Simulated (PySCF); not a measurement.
# Threshold energies of InO in a plasma

r²SCAN in PySCF with def2-SVPD on every atom (core potentials on In), for the lowest determinant that a PBE0 search found; no spin–orbit coupling.

| species | state (unpaired electrons) | Re (Å) | ωe (cm⁻¹) | energy of the minimum from the neutral (eV) | De (eV) | dissociates to |
| --- | --- | --- | --- | --- | --- | --- |
| InO | doublet (π ↑) | 2.121 | 490 | 0.00 | 3.64 | In + O |
| InO⁺ | triplet (π ↑↑) | 2.891 | 137 | 9.09 | 0.25 | In⁺ + O |
| InO⁻ | singlet (closed shell) | 1.947 | 664 | -2.20 | 4.28 | In + O⁻ |

Work out the lowest energy to break InO into atoms, from its vibrational ground state.

D0 = De − ωe/2 = 3.64 − 0.03 = 3.61 eV (r²SCAN/def2-SVPD).

Work out the ionisation energy of the In atom at this level and the threshold of dissociative ionisation.

IE(In) = 9.09 + 0.25 − 3.64 = 5.70 eV, so In⁺ + O + e⁻ appears at D0 + IE(In) = 9.31 eV (r²SCAN/def2-SVPD). The measured IE(In) is 5.786 eV (NIST ASD).

Work out the electron affinity of the O atom and the threshold of dissociative attachment.

EA(O) = 3.64 − 4.28 − (-2.20) = 1.56 eV, so In + O⁻ needs D0 − EA(O) = 2.05 eV (r²SCAN/def2-SVPD). The measured EA(O) is 1.461 eV.

At which energy does ion-pair formation open?

In⁺ + O⁻ lies at D0 + IE(In) − EA(O) = 7.75 eV (r²SCAN/def2-SVPD).

These are thermodynamic thresholds; the onsets seen under electron impact lie higher where the geometry changes, and cross-sections peak well above them.

Weak bonds: InO⁺. Basis-set superposition, not corrected here, can be much of De in a small basis, most of all at correlated wavefunction levels. Functionals without a dispersion term scatter widely for such bonds, and LDA overbinds them. These are scalar-relativistic numbers at best; spin–orbit coupling would shift them, the dissociation energy most. For an ion De counts to the pair picked by the measured ionisation energies or electron affinities, which need not be the lowest pair at this level. The highest Kohn–Sham level is positive in this anion. Much of that is self-interaction error, but it also means that the finite basis helps to hold the extra electron. States were picked by a PBE0 search and need not be the measured ground states.
